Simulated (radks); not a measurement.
Problem. Valence configurations of Mn (all share [Ar]). Calculated with a radial shooting solver on a logarithmic mesh with Libxc functionals: non-relativistic Kohn-Sham, r2SCAN, spin-polarised, spherical densities, point nucleus; open shells are filled with parallel spins first; meta-GGA in the generalised Kohn-Sham scheme. Order these by energy: 3d4 4s2 4p1; 3d3 4s1.5 4p2.5; 3d5 4s1.5 4p0.5; 3d6 4s1; 3d5.5 4s1.5; 3d3 4s2 4p2; 3d5 4s2; 3d4.5 4s2 4p0.5; 3d5 4s1 4p1; 3d6 4p1.

Solution. From the lowest, in eV above it: 3d5 4s2 0.000; 3d5.5 4s1.5 0.928; 3d5 4s1.5 4p0.5 1.283; 3d5 4s1 4p1 1.875; 3d6 4s1 1.921; 3d4.5 4s2 4p0.5 4.323; 3d6 4p1 5.537; 3d4 4s2 4p1 9.817; 3d3 4s2 4p2 24.695; 3d3 4s1.5 4p2.5 25.986. NIST lists [Ar] 3d5 4s2 as the ground configuration; this level of theory agrees among the configurations tried. The energies are those of spherical high-spin densities, not of single terms.
